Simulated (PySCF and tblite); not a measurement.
Values are calculated unless marked as measured or tabulated.
C5H10OS, numbered as in [O:1]=[S:2]1[CH2:3][CH2:4][CH2:5][CH2:6][CH2:7]1.

Conformers came from 90 starts (ETKDG and KDG, MMFF94s, GFN2-xTB); geometries are PBE0-D3(BJ)/def2-SVP. Energies: PBE0-D3(BJ)/def2-TZVP, with GFN2-xTB thermal terms (modes under about 100 cm⁻¹ blended into free rotors). Symmetry numbers and mirror images are counted. Conformers within 4 kcal/mol (GFN2-xTB free energy) were kept, 5 at most. Codes: tblite and PySCF.

Rotational constants are equilibrium values for the commonest isotopes; dipoles come from the energy level named.

The 6-ring runs over atoms 2–3–4–5–6–7. Of a mirror pair one member is shown.

```csv
conformer,shape,symmetry
1,6-ring chair (O1 axial),Cs
2,6-ring chair (all substituents equatorial),Cs
3,"6-ring twist-boat (ring torsions -68, 37, 34, -74, 38, 26°)",C1 (pair)
```

Problem. Give the rotational constants and dipole components, as needed to look for these species in a jet-cooled rotational spectrum.

Solution. 
```tsv
conformer	A (MHz)	B (MHz)	C (MHz)	abs μa (D)	abs μb (D)	abs μc (D)	κ	Ic−Ia−Ib (u Å²)
1	3185	2188	1736	2.66	0.00	2.77	-0.38	-98.5
2	3926	1848	1398	4.61	0.00	0.32	-0.64	-40.6
3	3628	1947	1551	3.90	0.43	1.65	-0.62	-73.0
```
